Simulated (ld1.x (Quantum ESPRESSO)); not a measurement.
## u(r) = r·R(r): atom against pseudo-atom (ruthenium (Ru))

Columns: radius, all-electron u(r) and pseudo u(r) of the 5s shell (level -4.52 eV) of ruthenium in the configuration [Kr] 4d7 5s1 5p0; LDA (PZ), scalar-relativistic, TM scheme, ld1.x (Quantum ESPRESSO) 7.5.

```
r (bohr)  all-electron  pseudo
   0.180        0.0254  0.0154
   0.360        0.1412  0.0324
   0.540       -0.1044  0.0530
   0.720       -0.2605  0.0791
   0.900       -0.2486  0.1131
   1.080       -0.1325  0.1571
   1.260        0.0214  0.2126
   1.440        0.1734  0.2788
   1.620        0.3049  0.3522
   1.800        0.4101  0.4261
   1.980        0.4890  0.4925
   2.160        0.5445  0.5448
   2.340        0.5802  0.5802
   2.520        0.5996  0.5996
   2.700        0.6061  0.6061
   2.880        0.6023  0.6023
   3.060        0.5908  0.5908
   3.240        0.5734  0.5734
   3.420        0.5518  0.5518
   3.600        0.5271  0.5271
   3.780        0.5006  0.5006
   3.960        0.4729  0.4729
   4.140        0.4447  0.4447
   4.320        0.4166  0.4166
   4.500        0.3890  0.3890
   4.680        0.3620  0.3620
```

Task: How many radial nodes do the two functions have?

Result: The all-electron 5s function has n − l − 1 = 4 (the table is too coarse to show those close to the nucleus); the pseudo-wave has 0, since the states of the same l below it are removed with the core.

Task: At about which radius was the pseudo-wave matched?

Result: 2.60 bohr. The columns agree to 0.0005 from 2.16 bohr on; several derivatives are matched, so the curves merge somewhat inside the radius.

Task: Is the pseudo-wave norm-conserving?

Result: Yes: the TM scheme keeps the norm inside the radius equal to the all-electron one, which fixes the energy derivative of the logarithmic derivative at the level.
